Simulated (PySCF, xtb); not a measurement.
Al(All)(OH)2 (C₃H₇AlO₂), SMILES C=C[CH2][Al]([OH])[OH]. The values are those of a single conformer.

Harmonic wavenumbers (cm⁻¹) from GFN2-xTB in xtb at its own minimum, in rising order: 34, 64, 108, 176, 194, 232, 283, 353, 401, 418, 423, 508, 646, 665, 802, 867, 947, 962, 1010, 1022, 1092, 1173, 1295, 1406, 1445, 1691, 2943, 2956, 3037, 3094, 3122, 3784, 3792.

What does PBE-D3(BJ)/def2-SVP (PySCF) give at its own minimum? (The exact figures need the calculation; the answer reports its results.)

34, 54, 131, 193, 214, 266, 356, 392, 406, 524, 593, 631, 646, 687, 804, 855, 910, 918, 976, 997, 1043, 1162, 1268, 1354, 1388, 1648, 2974, 3042, 3057, 3065, 3167, 3771, 3805. Paired by order, the mean absolute difference is 39 cm⁻¹ and the zero-point energies are 58.5 and 59.1 kcal/mol.
